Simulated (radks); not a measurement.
Excited configurations of neutral nickel: one electron is placed in a higher orbital outside [Ar] 3d9. The ground configuration is [Ar] 3d8 4s2. Method: non-relativistic Kohn-Sham, PBE, spin-polarised, spherical densities, point nucleus; open shells are filled with parallel spins first; computed with a radial shooting solver on a logarithmic mesh with Libxc functionals. Excitation = E - E(ground); binding = E(ion) - E, where the ion is the core of charge +1; n* = 1/sqrt(2 binding) in atomic units, and the quantum defect is n - n*.

| outer orbital | excitation (eV) | binding (eV) | n* | quantum defect | eigenvalue (eV) | <r> (bohr) |
|---|---|---|---|---|---|---|
| 4p | 2.353 | 4.136 | 1.814 | 2.186 | -1.935 | 4.470 |
| 4d | 4.828 | 1.661 | 2.862 | 1.138 | -0.801 | 9.912 |
| 5s | 3.812 | 2.677 | 2.254 | 2.746 | -1.636 | 8.182 |
| 5f | 5.820 | 0.669 | 4.508 | 0.492 | -0.405 | 28.49 |
| 6f | 6.002 | 0.487 | 5.284 | 0.716 | -0.320 | 42.77 |
| 7s | 5.611 | 0.878 | 3.937 | 3.063 | -0.582 | 26.19 |

The Delta-SCF ionisation energy is 6.489 eV (NIST Atomic Spectra Database: 7.640 eV, measured). Self-interaction in the functional shifts the binding energies and quantum defects, so they are the method's values and not measured ones. Open shells are spherical and high-spin; term and fine-structure splittings are not resolved.
